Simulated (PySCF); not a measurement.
Gas-phase reaction: InH2Cl + 2 HCl + NH3 = InCl3.NH3 + 4 H, at 1400 K and a standard pressure of 1 bar. Level: ωB97M-V/def2-TZVP†.

Method: PySCF energies plus ideal-gas RRHO corrections (1 bar). † marks an energy on the PBE0/def2-TZVP geometry and frequencies. Open shells (unrestricted): H (multiplicity 2); the rest are closed-shell singlets. In: scalar-relativistic def2 core potential, no spin-orbit coupling. Adducts (InCl3.NH3) have no counterpoise correction, and HF, PBE, BLYP, B3LYP and PBE0 lack dispersion. InH2Cl, InCl3.NH3: computed as isolated molecules; such fragments, hydroxides, amides, oligomers or adducts are transient or little studied in the gas. The harmonic model lacks anharmonicity and excited electronic states, which grow with temperature; levels with a mode under 35 cm⁻¹ are left out. Soft modes under 120 cm⁻¹ make the harmonic entropy rough for InCl3.NH3.

| species | E (Ha) | H(1400 K) − E (kJ/mol) | S°(1400 K) (J/mol/K) |
|---|---|---|---|
| InH2Cl | -651.49592 | 124.1 | 381.0 |
| HCl | -460.78890 | 60.4 | 233.4 |
| NH3 | -56.54817 | 155.7 | 264.2 |
| InCl3.NH3 | -1627.41744 | 296.6 | 625.2 |
| H | -0.49412 | 29.1 | 146.9 |
E: electronic energy; H − E holds the zero-point and thermal terms. 1 Ha = 2625.5 kJ/mol.

**Question.** Work out ΔH°, ΔS°, ΔG° and log10 K from these numbers.

**Answer.** 1. ΔE = 1×(-1627.41744) + 4×(-0.49412) − 1×(-651.49592) − 2×(-460.78890) − 1×(-56.54817) = 0.22797 Ha = 598.5 kJ.
2. Δ(H − E) = 1×(296.6) + 4×(29.1) − 1×(124.1) − 2×(60.4) − 1×(155.7) = 12.4 kJ, so ΔH° = 610.9 kJ.
3. ΔS° = 1×(625.2) + 4×(146.9) − 1×(381.0) − 2×(233.4) − 1×(264.2) = 100.8 J/K; the number of gas molecules changes by +1.
4. ΔG° = ΔH° − TΔS° = 610.9 − 1400×(100.8)/1000 = 469.8 kJ.
5. log10 K = −ΔG°/(RT ln 10) = -17.53, with RT ln 10 = 26.80 kJ/mol; at standard pressures the reactants are favoured.
6. A shift of 10 kJ in ΔE would move log10 K by 0.37 here.
For scale, ΔH°(298 K) is 560 kJ at this level, 552 kJ at ωB97X-V/def2-TZVP†, and runs from 365 to 609 kJ over the 16 levels computed.
